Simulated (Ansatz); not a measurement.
Ansatz (a quantum-chemistry and plane-wave program) input (CCSD(T,core; 1s of Na to Cl frozen)/cc-pwCVTZ):
A basis named .json is the Basis Set Exchange file of that set.

Ansatz 0.2 input:
```yaml
crystal:
  periodic: [false, false, false]
  atoms:
    - {symbol: B, position_ang: [0.50152530, 0.22339478, -0.79319142]}
    - {symbol: Cl, position_ang: [1.22958651, -0.52911509, 0.63476893]}
    - {symbol: O, position_ang: [-0.76405816, 0.55831860, -0.94449794]}
    - {symbol: C, position_ang: [-1.83209824, 0.39065020, 0.00705207]}
    - {symbol: H, position_ang: [-1.46788999, -0.07770143, 0.92003048]}
    - {symbol: H, position_ang: [-2.59630521, -0.22983723, -0.45670412]}
    - {symbol: H, position_ang: [-2.24134719, 1.37507118, 0.22523018]}
basis:
  gaussian:
    orbitals: cc-pwCVTZ.json
magnetization: {spin_polarized: true, initial_magnetization: 1}
correlation: {method: ccsd_t, frozen_orbitals: {B: 0, C: 0, Cl: 1, H: 0, O: 0}}
```

End of the output:

```
integrals: 2.03 GiB planned
1356 factors; integrals over basis functions are off by at most 8.8e-4 eV
mean field: 1.04 GiB planned
mean field evaluation 1: about -16290.1532 eV, gradient 2.2e1 eV
mean field evaluation 2: about -16290.1567 eV, gradient 2.2e1 eV
mean field evaluation 4: about -16292.9080 eV, gradient 3.4e0 eV
mean field evaluation 8: about -16293.0461 eV, gradient 2.4e-1 eV
mean field evaluation 16: about -16293.0233 eV, gradient 1.0e0 eV
mean field evaluation 32: about -16289.2783 eV, gradient 9.4e-3 eV
mean field -16293.04734637 eV, -598.7584461551 hartree, gradient 5.7e-6 eV, S^2 0.755468; 0 other end points of the search recorded, 0 dependent functions left out
1 core orbitals not correlated
reference -16293.04734637 eV, -598.7584461551 hartree; 19, 18 occupied and 210, 211 virtual orbitals, 1356 factors
second order -29.82349542 eV of doubles, -0.00000000 eV of singles
coupled cluster: 6.33 GiB planned
cycle   1  -30.15485103 eV  change   -3.3e-1 eV  update   9.5e-2
cycle   2  -30.65398536 eV  change   -5.0e-1 eV  update   2.8e-2
cycle   3  -30.77306944 eV  change   -1.2e-1 eV  update   1.7e-2
cycle   4  -30.75746528 eV  change    1.6e-2 eV  update   5.3e-3
cycle   5  -30.75574333 eV  change    1.7e-3 eV  update   2.6e-3
cycle   6  -30.75730069 eV  change   -1.6e-3 eV  update   8.0e-4
cycle   7  -30.75711384 eV  change    1.9e-4 eV  update   3.1e-4
cycle   8  -30.75708739 eV  change    2.6e-5 eV  update   1.2e-4
cycle   9  -30.75712517 eV  change   -3.8e-5 eV  update   4.2e-5
perturbative correction -0.91568365 eV, -0.0336507535 hartree
Total energy: -16324.72015520 eV, -599.9224004107 hartree
```

It need not be the lowest isomer of its formula.
